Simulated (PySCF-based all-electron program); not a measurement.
## Distorting MoF₆, singlet

Calculated with an in-house all-electron program built on PySCF, in large uncontracted Gaussian sets near the basis limit; Koelling–Harmon scalar relativity, no spin–orbit coupling, spin-restricted. Forces are good to about 0.009 eV/Å. In part, a faulty basis table may shift these forces by a few meV per angstrom. Atoms are numbered as listed.

Shape A:

```tsv
atom	x (Å)	y (Å)	z (Å)
Mo	0.0000	0.0000	0.0000
F	0.0000	0.0000	1.8460
F	1.8460	0.0000	0.0000
F	0.0000	1.8460	0.0000
F	-1.8460	0.0000	0.0000
F	0.0000	-1.8460	0.0000
F	0.0000	0.0000	-1.8460
```

PBE forces:

| atom | Fx | Fy | Fz (eV/Å) |
| --- | --- | --- | --- |
| Mo1 | 0.000 | 0.000 | 0.000 |
| F2 | 0.000 | 0.000 | -0.042 |
| F3 | -0.042 | 0.000 | 0.000 |
| F4 | 0.000 | -0.042 | 0.000 |
| F5 | 0.042 | 0.000 | 0.000 |
| F6 | 0.000 | 0.042 | 0.000 |
| F7 | 0.000 | 0.000 | 0.042 |

What forces does r2SCAN give in shape A?

The forces move by 0.501 eV/Å (r.m.s. over the atoms) from PBE.

| atom | Fx | Fy | Fz (eV/Å) |
| --- | --- | --- | --- |
| Mo1 | 0.000 | 0.000 | 0.000 |
| F2 | 0.000 | 0.000 | -0.583 |
| F3 | -0.583 | 0.000 | 0.000 |
| F4 | 0.000 | -0.583 | 0.000 |
| F5 | 0.583 | 0.000 | 0.000 |
| F6 | 0.000 | 0.583 | 0.000 |
| F7 | 0.000 | 0.000 | 0.583 |

Shape B:

```xyz
7

Mo    0.0000    0.0000    0.0000
F     0.0000    0.0000    2.0306
F     1.8460    0.0000    0.0000
F     0.0000    1.8460    0.0000
F    -1.8460    0.0000    0.0000
F     0.0000   -1.8460    0.0000
F     0.0000    0.0000   -1.8460
```

Against shape A, Mo1–F2 goes from 1.846 to 2.031 Å.

PBE forces:

| atom | Fx | Fy | Fz (eV/Å) |
| --- | --- | --- | --- |
| Mo1 | 0.000 | 0.000 | 2.559 |
| F2 | 0.000 | 0.000 | -3.170 |
| F3 | -0.230 | 0.000 | 0.075 |
| F4 | 0.000 | -0.230 | 0.075 |
| F5 | 0.230 | 0.000 | 0.075 |
| F6 | 0.000 | 0.230 | 0.075 |
| F7 | 0.000 | 0.000 | 0.310 |

What forces does r2SCAN give in shape B?

The forces move by 0.507 eV/Å (r.m.s. over the atoms) from PBE.

| atom | Fx | Fy | Fz (eV/Å) |
| --- | --- | --- | --- |
| Mo1 | 0.000 | 0.000 | 2.521 |
| F2 | 0.000 | 0.000 | -3.689 |
| F3 | -0.781 | 0.000 | 0.075 |
| F4 | 0.000 | -0.781 | 0.075 |
| F5 | 0.781 | 0.000 | 0.075 |
| F6 | 0.000 | 0.781 | 0.075 |
| F7 | 0.000 | 0.000 | 0.868 |

Shape C:

```csv
atom,x (Å),y (Å),z (Å)
Mo,0.0000,0.0000,0.0000
F,0.0000,0.0000,1.6614
F,1.8460,0.0000,0.0000
F,0.0000,1.8460,0.0000
F,-1.8460,0.0000,0.0000
F,0.0000,-1.8460,0.0000
F,0.0000,0.0000,-1.8460
```

Against shape A, Mo1–F2 goes from 1.846 to 1.661 Å.

PBE forces:

```tsv
atom	Fx	Fy	Fz (eV/Å)
Mo1	0.000	0.000	-7.557
F2	0.000	0.000	8.215
F3	0.230	0.000	-0.058
F4	0.000	0.230	-0.058
F5	-0.230	0.000	-0.058
F6	0.000	-0.230	-0.058
F7	0.000	0.000	-0.426
```

What forces does r2SCAN give in shape C?

The forces move by 0.484 eV/Å (r.m.s. over the atoms) from PBE.

```csv
atom,Fx,Fy,Fz (eV/Å)
Mo1,0.000,0.000,-7.565
F2,0.000,0.000,7.702
F3,-0.298,0.000,-0.056
F4,0.000,-0.298,-0.056
F5,0.298,0.000,-0.056
F6,0.000,0.298,-0.056
F7,0.000,0.000,0.088
```
